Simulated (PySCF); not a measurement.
## Frontier levels across methods

Species: methyltrichlorosilane, CH₃Cl₃Si.
Z-matrix (Å and degrees, PBE0-D3(BJ)/def2-SVP geometry), rows numbered from 1:
```
C 
Si  1  1.8465
Cl  2  2.0518  1  110.57
Cl  2  2.0533  1  110.98  3   120.02
Cl  2  2.0521  1  110.61  3  -120.03
H   1  1.1002  2  109.98  3    54.36
H   1  1.1000  2  110.01  3   174.31
H   1  1.1000  2  110.10  3   -65.62
```

Basis pcSseg-2 throughout (PySCF), one geometry. Geometry: PBE0-D3(BJ)/def2-SVP; no solvent, vibrations or thermal averaging.

Q: How do the orbital energies, the gap and the dipole change with the method?

A: 
| method | kind | HOMO (eV) | LUMO (eV) | gap (eV) | μ (D) | SCF cycles |
| --- | --- | --- | --- | --- | --- | --- |
| BLYP | GGA | -7.66 | -0.97 | 6.70 | 2.08 | 14 |
| B97-D | GGA | -7.83 | -0.95 | 6.88 | 2.14 | 14 |
| PBE | GGA | -7.84 | -1.06 | 6.77 | 2.11 | 14 |
| OPBE | GGA | -7.88 | -0.92 | 6.97 | 2.15 | 15 |
| BP86 | GGA | -7.93 | -1.15 | 6.79 | 2.13 | 14 |
| KT2 | GGA | -7.95 | -1.22 | 6.73 | 2.11 | 15 |
| KT3 | GGA | -7.97 | -1.15 | 6.82 | 2.10 | 15 |
| LDA | LDA | -7.97 | -1.31 | 6.66 | 2.18 | 13 |
| B3LYP | global hybrid | -8.96 | -0.35 | 8.61 | 2.14 | 13 |
| B97-2 | global hybrid | -8.99 | -0.10 | 8.89 | 2.18 | 13 |
| PBE0 | global hybrid | -9.26 | -0.07 | 9.18 | 2.18 | 12 |
| mPW1PW91 | global hybrid | -9.28 | -0.08 | 9.20 | 2.18 | 12 |
| BHandHLYP | global hybrid | -10.52 | 0.80 | 11.32 | 2.21 | 12 |
| CAM-B3LYP | range-separated hybrid | -10.62 | 0.90 | 11.52 | 2.19 | 12 |
| wB97X-D | range-separated hybrid | -11.14 | 1.72 | 12.86 | 2.19 | 13 |
| LC-wPBE | range-separated hybrid | -12.08 | 2.15 | 14.23 | 2.24 | 12 |
| HF | Hartree–Fock | -12.58 | 2.54 | 15.11 | 2.27 | 10 |

The HOMO spans 4.91 eV, from BLYP down to HF, and the gap runs from 6.66 eV (LDA) to 15.11 eV (HF). Over the methods BLYP (0 %), B97-D (0 %), PBE (0 %), OPBE (0 %), BP86 (0 %), KT2 (0 %), KT3 (0 %), LDA (0 %), B3LYP (20 %), B97-2 (21 %), PBE0 (25 %), mPW1PW91 (25 %), BHandHLYP (50 %), HF (100 %), a straight line through the gap against the share of exact exchange rises by 0.85 eV for each 10 % (correlation coefficient 0.998). The dipole ranges from 2.08 D (BLYP) to 2.27 D (HF). This basis has no diffuse functions.

The vertical ΔSCF ionisation energy at CAM-B3LYP/def2-SVPD is 11.57 eV; −ε(HOMO) comes closest to it with wB97X-D (11.14 eV).
